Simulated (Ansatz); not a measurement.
Start from `FB(F)[Si](F)(F)F` and change one atom or group to get `B[Si](F)(F)F`.

Ansatz, PBE0-D4/def2-TZVP geometries, multiplicity 1. Each molecule was computed in one conformer, which needn't be the lowest.

| property | `FB(F)[Si](F)(F)F` |
| --- | --- |
| HOMO energy (ωB97M-V/def2-TZVPP) / eV | -12.45 |
| HOMO–LUMO gap (B3LYP/def2-TZVPP) / eV | 7.88 |
| HOMO–LUMO gap (ωB97M-V/def2-TZVPP) / eV | 12.63 |
| HOMO–LUMO gap (PBE0/def2-TZVPP) / eV | 8.32 |
| HOMO energy (PBE0/def2-TZVPP) / eV | -10.22 |
| LUMO energy (ωB97M-V/def2-TZVPP) / eV | 0.19 |

(1) Give the same properties after the change, and the shifts. (An estimate is asked.)

Answers

(1) The calculation gave: 
```json
{"property": "HOMO energy (ωB97M-V/def2-TZVPP) / eV", "`B[Si](F)(F)F`": "-11.80", "shift": "0.65"}
{"property": "HOMO–LUMO gap (B3LYP/def2-TZVPP) / eV", "`B[Si](F)(F)F`": "5.91", "shift": "-1.97"}
{"property": "HOMO–LUMO gap (ωB97M-V/def2-TZVPP) / eV", "`B[Si](F)(F)F`": "10.57", "shift": "-2.06"}
{"property": "HOMO–LUMO gap (PBE0/def2-TZVPP) / eV", "`B[Si](F)(F)F`": "6.33", "shift": "-1.99"}
{"property": "HOMO energy (PBE0/def2-TZVPP) / eV", "`B[Si](F)(F)F`": "-9.59", "shift": "0.63"}
{"property": "LUMO energy (ωB97M-V/def2-TZVPP) / eV", "`B[Si](F)(F)F`": "-1.23", "shift": "-1.42"}
```

With PBE0 the HOMO rises by 0.63 eV and the LUMO falls by 1.36 eV, so the gap narrows by about 1.99 eV. PBE moves the HOMO by 0.44 eV and ωB97M-V by 0.65 eV.

B3LYP here is the variant with VWN-RPA as its local correlation; programs differ in this.
